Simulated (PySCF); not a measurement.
MoO2Br, SMILES [Br][Mo](=[O])=[O] (connectivity only; charge and spin as stated), neutral, multiplicity 2. Atoms are numbered in the order given.

```xyz
4

Mo     0.0000     0.0000     0.7572
O      0.0000    -1.4085     1.6861
O      0.0000     1.4085     1.6861
Br     0.0000     0.0000    -1.6795
```
Charge 0, spin multiplicity 2.

The structure is a stationary point at B3LYP-D3(BJ)/def2-SVP. A frequency run showed that this geometry is not a minimum. The multiplicity is an assumed one; other spin states were not compared. The def2 effective core potentials stand for the cores of Mo; spin–orbit coupling is left out.

Calculation: PBE/def2-TZVPD run with PySCF.

Mulliken values depend strongly on the basis, most of all with diffuse functions as here. ESP charges are fitted to the potential on shells at 1.4 to 2.0 van der Waals radii. Atomic charges (e):

```
atom  ESP fit  Mulliken  Mulliken spin
----  -------  --------  -------------
Mo1       ___      1.47           1.08
O2        ___     -0.65           0.01
O3        ___     -0.65           0.01
Br4       ___     -0.16          -0.09
```

Q: Complete the blanks. (Estimate from the structure and the level; the computed values follow.)

A: 
- Mo1, ESP fit: 0.73
- O2, ESP fit: -0.31
- O3, ESP fit: -0.31
- Br4, ESP fit: -0.12
